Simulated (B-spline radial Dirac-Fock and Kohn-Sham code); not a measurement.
K-line shifts caused by a second vacancy in Sn²⁺

System: the Sn²⁺ ion, [Kr] 4d10 5s2.

Calculated with an atomic code on a B-spline grid, using Dirac-Fock (average of configuration) total-energy differences with a finite nucleus, the Breit interaction including its frequency dependence, and self-energy and vacuum-polarisation corrections. Each two-hole energy is an average over J within one jj subconfiguration, not an observable level; in light atoms, where LS coupling holds, the j-resolved values are not observed lines, and for a K spectator the Kα1 hypersatellite is nearly forbidden. Correlation energy is missing from these numbers.

Lines without a spectator: Kα2 (K-L2) 25042.1 eV, Kα1 (K-L3) 25269.7 eV, Kβ3 (K-M2) 28439.8 eV, Kβ1 (K-M3) 28482.4 eV. Shifts in eV with one spectator hole (a dash: not computed, or left out as unreliable):

```csv
spectator hole,Kα2,Kα1,Kβ3,Kβ1
L2 (2p1/2),+63.7,+80.5,–,+169.8
L3 (2p3/2),+62.1,+62.3,+150.0,–
M2 (3p1/2),–,+9.34,+20.77,+25.23
M3 (3p3/2),+6.86,–,+21.33,+20.77
M4 (3d3/2),+1.27,-1.38,–,–
M5 (3d5/2),-1.87,+0.08,–,–
```

Q: Where does the K-L3 hypersatellite lie, emitted when both K electrons are missing?

A: +595.0 eV from the normal line, at 25864.7 eV. Removing both K electrons costs 59256.4 eV, which is 802.7 eV more than twice the K binding energy.

With n spectator holes in 2p, averaged over the 2p shell (energies in eV):

```tsv
n	KαLⁿ	step	hypersatellite KαʰLⁿ
0	25193.8	–	25782.7
1	25261.0	+67.2	25851.4
2	25329.5	+68.5	25921.3
3	25399.2	+69.7	25992.5
4	25470.3	+71.0	26065.0
5	25542.6	+72.3	26138.8
```
